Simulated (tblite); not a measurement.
Species: C7H17P.
SMILES: `C=CP(C)(C)(C)CC`

Level: GFN2-xTB in tblite, geometry and Hessian alike; calculated harmonic values, unscaled, isolated species. Errors from tens to a few hundred cm⁻¹ against measured bands are possible.

Harmonic wavenumbers (cm⁻¹): 71.1, 87.5, 99.4, 111.1, 137.7, 206.8, 225.0, 241.9, 247.1, 291.0, 303.5, 335.2, 346.8, 360.0, 385.3, 481.6, 535.2, 581.3, 605.1, 656.1, 705.6, 717.4, 733.3, 745.6, 806.2, 831.6, 853.4, 895.8, 918.3, 976.0, 995.6, 1004.9, 1012.0, 1060.5, 1215.2, 1226.6, 1248.3, 1297.3, 1332.8, 1340.0, 1398.9, 1404.2, 1432.4, 1436.9, 1439.7, 1491.4, 1493.6, 1495.3, 1498.6, 1500.1, 1503.7, 1666.5, 2963.4, 2965.8, 2980.4, 2984.5, 2984.7, 2986.6, 2988.6, 2997.6, 3001.4, 3012.2, 3022.3, 3025.5, 3029.5, 3035.9, 3037.0, 3076.5, 3105.7.

A = 2228, B = 1260, C = 1154 MHz; mass 132.107 u (most abundant isotopes); point group C1, symmetry number 1.

Question: Zero-point energy?

Answer: Half the sum of the wavenumbers: 47592 cm⁻¹ = 569.33 kJ/mol.

Question: Give the ideal-gas entropy at 273.15 K and 1 bar in the rigid-rotor, harmonic-oscillator model (classical rotation).

Answer: Translation 167.94, rotation 120.18, vibration 142.81: S = 430.9 J/(mol K).

Question: And Cp and H(273.15 K) − H(0)?

Answer: Cp = 194.17 J/(mol K), of which vibrations give 160.91 (their classical limit is 69 R = 573.7); H(273.15 K) − H(0) = 30.98 kJ/mol without the zero-point energy, 21.89 from vibrations.

Question: Blend soft modes into free rotors: weight 1/[1 + (100 cm⁻¹/ν̃)⁴] for the oscillator and the rest for a rotor with moment μB/(μ + B), μ = h/(8π²ν), B = 10⁻⁴⁴ kg m². What vibrational entropy results?

Answer: 136.54 J/(mol K) in place of 142.81, which changes −T·S at 273.15 K by +1.71 kJ/mol.

Question: Which modes carry the vibrational entropy at 273.15 K?

Answer: 71.1 cm⁻¹: 16.53; 87.5 cm⁻¹: 14.83; 99.4 cm⁻¹: 13.79; 111.1 cm⁻¹: 12.89; 137.7 cm⁻¹: 11.16; 206.8 cm⁻¹: 8.00 J/(mol K); the other 63 give 65.61 together.

Question: How do the functions run with temperature in this model?

Answer: 
```tsv
T (K)	S (J/(mol K))	Cp (J/(mol K))	H − H(0) (kJ/mol)	G − H(0) (kJ/mol)	ln q(vib)
150	337.2	124.6	11.29	-39.29	3.25
250	414.3	181.5	26.63	-76.95	6.72
298.15	448.5	207.7	36.00	-97.73	8.42
400	516.9	259.3	59.84	-146.94	12.00
600	638.1	339.3	120.16	-262.72	18.86
900	792.2	420.5	235.01	-478.01	28.46
```

q(vib) and H(0) count from the zero-point level.

Hindered rotation and anharmonicity are outside this model. The structure is chiral; the term R ln 2 for an equal mix with its mirror image is left out.

The values belong to the conformer `[CH2:1]=[CH:2][P:3]([CH3:4])([CH3:5])([CH3:6])[CH2:7][CH3:8]`: C1–C2–P3–C4 -25°, C2–P3–C7–C8 177°.
